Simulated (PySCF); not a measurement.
## One molecule, many inputs

Molecule: SMILES O=C1C[C@@H](OC(F)F)O1, C4H4F2O3; geometry GFN2-xTB.

Geometry:
| atom | x (Å) | y (Å) | z (Å) |
| --- | --- | --- | --- |
| O1 | -2.437 | -0.042 | 2.018 |
| C2 | -1.661 | -0.101 | 1.131 |
| C3 | -1.619 | 0.268 | -0.342 |
| C4 | -0.216 | -0.340 | -0.267 |
| O5 | 0.782 | 0.597 | -0.511 |
| C6 | 2.047 | 0.181 | -0.210 |
| F7 | 2.459 | -0.773 | -1.081 |
| F8 | 2.866 | 1.220 | -0.363 |
| O9 | -0.389 | -0.614 | 1.132 |
| H10 | -2.338 | -0.235 | -0.980 |
| H11 | -1.616 | 1.337 | -0.535 |
| H12 | -0.037 | -1.270 | -0.820 |
| H13 | 2.154 | -0.227 | 0.811 |

All runs: PySCF, non-relativistic, gas phase unless a solvent (IEF-PCM) is named; grid level 2, GIAOs and SCF threshold 1e-9 unless changed. The yardstick, PBE0/pcSseg-1, gives these isotropic shieldings σ (ppm, equivalent atoms averaged): O1 -109.5, O5 177.9, C2 19.0, C6 64.2, C3 137.3, H13 25.02, H10 28.07.

(1) What do these inputs give? (1) B97-D/pcSseg-1; (2) BP86/def2-SVPD; guess sap

(2) Comment on the technical settings.

Answers

(1) 
```tsv
run	outcome	functions	wall time	O1	O5	C2	C6	C3	H13	H10
1	converged	173	82 s	-88.9	167.0	20.2	57.3	132.3	24.92	28.24
2	converged	227	2.7 min	-51.4	182.1	35.9	71.1	146.5	24.82	28.31
```

Times are on shared hosts with different chips, so compare them loosely.

(2) 
- Run 2: The functional and orbital basis differ from the yardstick's, which in itself moves the values. The starting guess changes the path of the SCF (19 cycles), not the solution, provided the same state is reached.
